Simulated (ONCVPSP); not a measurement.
# Cl (Z = 17): one change to an ONCV potential, before and after

ONCVPSP 4.0.1 input, shortened (lines: element, Z, core and valence counts, functional; n l f; lmax; l rc ep ncon nbas qcut; lloc lpopt rc5 dvloc0; l nproj debl; icmod fcfact rcfact), PBE, scalar-relativistic:

```
  Cl 17.00    3    2        4      upf
    1    0    2.00
    2    0    2.00
    2    1    6.00
    3    0    2.00
    3    1    3.00
    2
    0    1.05    0.00    5    8    5.00
    1    1.50    0.00    3    8    6.60
    2    1.15    0.21    4    7    9.70
    4    5    0.85    0.00
    0    2    2.90
    1    1    2.00
    2    2    2.80
    3    5.75    1.05
```

In the d channel the program set the typed energies aside and used 0.050, 2.850 Ha.

Change: all radii but the core radius scaled by about 1.18 (s 1.24, p 1.78, d 1.36 bohr); local potential polynomial inside 1.00 bohr (lpopt 5, dvloc0 0 Ha).

Cutoffs: the cutoffs (Ha) at which the residual kinetic energy of the hardest occupied pseudo-wave falls to 1 and 0.1 mHa per electron; they do not see the model core or the augmentation charge, which bear on the density cutoff. Errors are all-electron minus pseudo energies relative to the spin-unpolarised reference configuration.

Problem. What does the change do?

Solution. The potential gets softer (141 Ha and 161 Ha → 26 Ha and 61 Ha); the bound ghost in s disappears; of the 4 tests that both files solve, the error grows in 0 and shrinks in 3 by more than 15 % and 0.3 meV (median size 22.2 → 14.4 meV). A larger radius leaves more room for a smooth pseudo-wave, so fewer plane waves are needed. That the errors move this way runs against the usual rule that smaller radii transfer better.

```tsv
quantity	base	changed
cutoff, loose	141 Ha	26 Ha
cutoff, tight	161 Ha	61 Ha
loose cutoff by channel	s 141 Ha, p 9.0 Ha	s 26 Ha, p 7.7 Ha
bound ghosts	s	none
GHOST(+) flags under 300 eV	none	s at 174.9 eV
error for 3s2 3p5, meV [ΔE -39.32 eV]	+30	+25
error for 3s2 3p4, meV [ΔE -25.45 eV]	+11	+9.4
error for 3s2 3p2, meV [ΔE 38.31 eV]	+14	+9.3
error for 3s1 3p6, meV [ΔE -27.17 eV]	+32	+19
rms error of d²Exc/dni dnj with the model core, mHa	1.27	1.76
```

 A true bound ghost makes a file unfit for plane-wave use even where its test errors are small: the radial tests pick states by their node count and pass the ghost by.
